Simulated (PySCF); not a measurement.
C4H10OSi, SMILES [C@H]1([Si@@H](CO1)C)C. Atoms are numbered in the order given.

```xyz
16

C     -1.5271     1.4755     0.4467
C     -1.0955     0.0346     0.3265
O     -1.0739    -0.3865    -1.0523
C      0.0788    -1.2328    -1.1416
Si     0.7294    -0.5153     0.4972
C      2.0023     0.8506     0.3367
H     -2.5216     1.6176    -0.0062
H     -1.5890     1.7756     1.5043
H     -0.8271     2.1522    -0.0670
H     -1.7873    -0.6113     0.9055
H      0.6309    -1.0425    -2.0771
H     -0.1942    -2.3058    -1.1193
H      1.1107    -1.4524     1.6025
H      2.0698     1.4415     1.2637
H      3.0011     0.4355     0.1292
H      1.7342     1.5292    -0.4871
```

Geometry optimised at PBE0-D3(BJ)/def2-SVP. The structure was generated by enumeration; whether it is a known compound was not checked.

Computed with PBE/pcSseg-1 run with PySCF.

GIAO shieldings, no solvent; atoms listed in one row are averaged. δ = σ(ref) − σ: ¹³C against TMS (σ = 182.0 ppm); ¹⁷O against H2O (σ = 334.3 ppm); ²⁹Si against TMS (σ = 335.4 ppm); ¹H against TMS (σ = 31.49 ppm), references at their B3LYP-D3(BJ)/def2-TZVP geometries, non-relativistic.

Question: Estimate the chemical shifts. (An estimate is asked for; the answer gives what the named calculation found.)

Answer: 
```csv
nucleus,atoms,count,δ (ppm)
¹³C,C2,1,79.8
¹³C,C4,1,67.2
¹³C,C1,1,22.5
¹³C,C6,1,-5.5
¹⁷O,O3,1,72.9
²⁹Si,Si5,1,8.7
¹H,H13,1,5.94
¹H,H10,1,4.94
¹H,H12,1,4.77
¹H,H11,1,4.23
¹H,"H7, H8, H9",3,1.53
¹H,"H14, H15, H16",3,0.82
```
